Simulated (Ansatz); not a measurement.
Saddle point of CH6OZn, singlet (ZnH₂O ([OH][ZnH]) + CH₄ → CH₄OZn ([CH3][Zn][OH]) + H₂; bonds formed: Zn1–C5, H2–H4; bonds broken: Zn1–H2, H4–C5), PBE0-D4/def2-TZVP structure:

```
9
angstrom
Zn -0.7123 -0.0991 -0.4412
H 0.2114 -1.4592 -1.0753
O -2.2991 0.6970 -0.6009
H 0.7098 -0.8287 -0.3112
C 1.0442 0.2453 0.7290
H -2.8755 0.2737 -1.2391
H 0.6452 0.2181 1.7461
H 1.2940 1.2734 0.4551
H 1.9821 -0.3204 0.7374
```

Energies are electronic, without zero-point energy. Barriers and step energies count from the start structure reached by relaxing down the imaginary mode; all methods use the PBE0-D4 structures, on which another method's saddle can fall below an end. Ansatz 0.2.0; basis: def2-TZVPP, with def2-QZVPP for the basis limit; cores frozen in the correlated methods. The 3s and 3p shells of Cu and Zn are frozen; filled d shells are correlated. B3LYP uses VWN-RPA correlation. Extrapolation: Hartree–Fock as exp(−7.88 √X), correlation as X^−2.97.

```tsv
method	barrier (kcal/mol)	step energy (kcal/mol)
SPW92	?	11.33
PBE-D4	52.44	10.20
BLYP-D4	58.02	10.72
r2SCAN-D4	54.03	11.32
B97M-V	57.79	14.49
PBE0-D4	54.83	11.37
B3LYP-D4	59.42	11.77
r2SCAN0-D4	55.94	12.02
BHLYP-D4	62.63	13.39
CAM-B3LYP-D4	59.79	12.47
wB97X-V	?	11.73
wB97M-V	58.67	11.51
B2PLYP	59.64	10.97
PBE-QIDH	56.77	11.01
RPA on PBE	?	10.86
HF	71.89	15.90
MP2	58.07	8.96
CCSD	60.82	11.84
CCSD(T)	58.61	10.98
```

**Question.** Fill in the withheld barriers. (An estimate is asked for; the value comes from the calculation.)

**Answer.** By the calculation: RPA on PBE 58.76; SPW92 45.23; wB97X-V 58.91 kcal/mol. Each is the energy of the saddle less that of the start structure, by the same method.

For comparison, the barrier by CCSD(T) at an estimated basis limit (MP2 extrapolated from triple and quadruple zeta, plus CCSD(T) − MP2 in triple zeta) is 57.45 kcal/mol.

The T1 diagnostic stays at or below 0.016. The end structure is not quite a true minimum (one mode of 70i cm⁻¹).

Labels in which every atom is bracketed show which atoms are joined, not bond orders.

For scale, one of the runs: CCSD(T)/def2-TZVPP, 210 basis functions (an equivalent command: `ansatz run in.yaml --threads 4`). Hardware: 4 CPU threads, shared host. Wall time 86 s; peak host memory 2.9 GiB.
